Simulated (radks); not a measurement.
The numbers below are computed, except where a source is named.
How relativity changes the ionisation of the ruthenium ion Ru22+ ([Ar] 3d4) to Ru23+ ([Ar] 3d3). Spin-unpolarised spherical Kohn-Sham, BLYP, point nucleus unless stated (finite: rms radius 4.4809 fm), a radial shooting solver on a logarithmic mesh with Libxc functionals. A level marked "c x" has the speed of light scaled by that factor and shares open shells by 2j + 1; other Dirac levels either fill j = l - 1/2 first or share by 2j + 1.

level                               E(Ru22+) (hartree)  E(Ru23+) (hartree)  IE (eV)   HOMO  <r> HOMO (bohr)
non-rel.                                   -4167.58336         -4129.13627   1046.2     3d           0.3375
scalar-rel.                                -4254.93921         -4216.56885   1044.1     3d           0.3371
scalar-rel., finite nucleus                -4254.86413         -4216.49372   1044.1     3d           0.3371
Dirac, 2j+1 shares                         -4255.72394         -4217.35575   1044.1  3d5/2           0.3382
Dirac, low j first                         -4256.22920         -4217.74900   1047.1  3d3/2           0.3357
Dirac, 2j+1 shares, finite nucleus         -4255.64870         -4217.28046   1044.1  3d5/2           0.3382
Dirac, c x 1.25                            -4222.94224         -4184.54467   1044.9  3d5/2           0.3379
Dirac, c x 2                               -4188.78511         -4150.35697   1045.7  3d5/2           0.3376
Dirac, c x 10                              -4168.42144         -4129.97510   1046.2  3d5/2           0.3375

NIST Atomic Spectra Database: 1048 eV (theoretical). The relativistic part of the total energy of Ru22+ is -88.07 hartree (Dirac, 2j+1 shares, finite nucleus), 2.1 % of the non-relativistic value. Spin polarisation and multiplet splitting of open shells are left out at every level.

Beside tabulated values, note that relativity, absent from the non-relativistic runs, is large for the heavy elements, and spin-unpolarised runs miss the spin-polarisation part of the exchange energy of open shells.
